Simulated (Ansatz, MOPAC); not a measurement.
Isomers of H6OSi2. All species are isolated molecules in the gas phase. One relaxed conformer stands for each flexible species; it need not be the lowest. Strings in code marks are SMILES.

Quantity: electronic energy of isomers of H6OSi2 relative to `[SiH3]O[SiH3]`, in kcal/mol. Semi-empirical values (MOPAC) are differences of heats of formation.

Level 1: frozen-core CCSD(T) with HF/cc-pVQZ and the correlation energy extrapolated as X^-3 from cc-pVTZ and cc-pVQZ // B3LYP-D3(BJ)/def2-TZVP (Ansatz, an electronic-structure program)
Level 2: CAM-B3LYP/cc-pVTZ // B3LYP-D3(BJ)/def2-TZVP (Ansatz)
Level 3: AM1 // B3LYP-D3(BJ)/def2-TZVP (MOPAC)
Level 4: PM6 // B3LYP-D3(BJ)/def2-TZVP (MOPAC)

```
species                                   level 1  level 2  level 3  level 4
----------------------------------------  -------  -------  -------  -------
`O[SiH2][SiH3]` (H–O–Si–Si torsion 180°)     25.6     26.1     24.2     42.7
```
